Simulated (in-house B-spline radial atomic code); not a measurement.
Configurations of Kr3+, with energies counted from [Ar] 3d10 4s2 4p3. Computed with an all-electron radial atomic-structure program (B-spline basis): scalar-relativistic (X2C) Hartree-Fock, spin-polarised, averaged over the determinants with the given up and down occupations, Fermi nucleus of rms radius 4.1884 fm. Shells without spins written out take the highest spin.

Occupations are held fixed; configurations that lie above the ionisation limit could autoionise.

```
                                                       configuration  E - E(ref) (eV)  highest orbital  its <r> (bohr)
                                      [Ar] 3d10 4s2 4p(1 up, 2 down)           3.1732            4p up           1.685
                                               [Ar] 3d10 4s2 4p2 4f1           36.565            4f up           4.119
                                               [Ar] 3d10 4s1 4p3 5d1           45.396            5d up           4.978
        [Ar] 3d10 4s(0 up, 1 down) 4p(3 up, 0 down) 4f(1 up, 0 down)           56.773            4f up           4.056
                                       [Ne] 3s2 3p5 3d10 4s2 4p3 5d1           246.72            5d up           4.881
[Ne] 3s2 3p(2 up, 3 down) 3d10 4s2 4p(0 up, 3 down) 4f(0 up, 1 down)           247.28          4f down           4.016
```

Question: Order these further configurations by energy, lowest first.
A. [Ar] 3d9 4s2 4p4
B. [Ar] 3d10 4s2 4p2 5s1
C. [Ne] 3s2 3p5 3d10 4s2 4p3 5p1
D. [Ar] 3d9 4s2 4p3 5f1
E. [Ne] 3s2 3p5 3d10 4s2 4p3 5s1

Answer: B (25.493 eV), A (85.507 eV), D (125.75 eV), E (235.58 eV), C (240.18 eV).

Question: How far above the reference does [Ar] 3d9 4s2 4p3 4d1 lie?

Answer: 104.37 eV; its least bound orbital is 4d up with <r> = 2.11 bohr.

Question: How far above the reference does [Ar] 3d10 4s2 4p(1 up, 1 down) 5d(0 up, 1 down) lie?

Answer: 38.209 eV; its least bound orbital is 5d down with <r> = 5.099 bohr.
